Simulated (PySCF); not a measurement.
These 3 structures share the formula C7H14O. Method: PBE0-D3(BJ)/def2-SVP geometry optimisation, gas phase in PySCF 2.14.0. One conformer each; no zero-point energy, no entropy. No frequencies were run at this level. Point groups hold within 0.08 Å.

**Question.** Rank from lowest to highest electronic energy at this level (kcal/mol).
A. `[CH2:1]=[CH:2][CH2:3][C@H:4]([CH2:5][CH3:6])[O:7][CH3:8]` with C1–C2–C3–C4 -128°, C2–C3–C4–C5 62°, C3–C4–C5–C6 177°, C3–C4–O7–C8 -77°
B. `[CH3:1][O:2][CH:3]1[CH2:4][CH2:5][CH2:6][CH2:7][CH2:8]1` with C1–O2–C3–C4 -73°, O2–C3–C4–C5 -175°, C3–C4–C5–C6 55°, C4–C5–C6–C7 -55°, C5–C6–C7–C8 55°
C. `[CH2:1]=[CH:2][C@@H:3]([CH3:4])[O:5][CH:6]([CH3:7])[CH3:8]` with C1–C2–C3–C4 115°, C2–C3–O5–C6 71°, C3–O5–C6–C7 80°

**Answer.** B (0.0), C (22.3), A (27.0).

As drawn, the highest has a C=C bond outside aromatic rings, which the lowest lacks.

```
            SMILES      E (Eh)  E rel (kcal/mol)  dipole (D)  point group     A, B, C (MHz)
        COC1CCCCC1  -349.74846               0.0        1.16           C1  4004, 1368, 1103
C=C[C@@H](C)OC(C)C  -349.71295              22.3        1.00           C1  2726, 1276, 1122
   C=CC[C@H](CC)OC  -349.70547              27.0        1.24           C1  2407, 1424, 1016
```
